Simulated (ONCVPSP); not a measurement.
# Transferability test, ONCV potential for lithium (Li)

```
Element                 : Li (Z = 3)
Generator               : ONCVPSP 4.0.1
Type                    : optimised norm-conserving Vanderbilt (ONCV)
Functional              : Wu-Cohen
Relativity              : scalar-relativistic
Frozen core             : [He]
Valence charge          : 1
Reference configuration : 2s0.5 2p0.5
Partial waves           : 2s: rc 3.00 bohr, ncon 5, nbas 8, qcut 2 1/bohr, 1 projector; 2p: rc 4.00 bohr, ncon 4, nbas 8, qcut 2.3 1/bohr, 2 projectors, debl 0.7 Ha; d scattering state at 0.25 Ha: rc 3.50 bohr, ncon 3, nbas 6, qcut 3.2 1/bohr, 2 projectors, debl 1 Ha
Local potential         : polynomial inside 2.45 bohr (lpopt 5, dvloc0 4 Ha)
Core correction         : none
```

Energies are relative to the spin-unpolarised reference configuration 2s0.5 2p0.5; without spin polarisation the order of configurations can differ from experiment.

```json
{"valence configuration": "2s1 2p0", "charge": "0", "ΔE all-electron (eV)": "-0.886", "error AE − PS (meV)": "-1.4"}
{"valence configuration": "2s0.5 2p0", "charge": "+0.5", "ΔE all-electron (eV)": "1.124", "error AE − PS (meV)": "+4.1"}
{"valence configuration": "2s0 2p1", "charge": "0", "ΔE all-electron (eV)": "0.880", "error AE − PS (meV)": "+0.1"}
```

Levels in the configuration 2s0.5 2p0:

```json
{"level": "2s", "all-electron (eV)": "-5.243", "pseudo (eV)": "-5.219"}
```
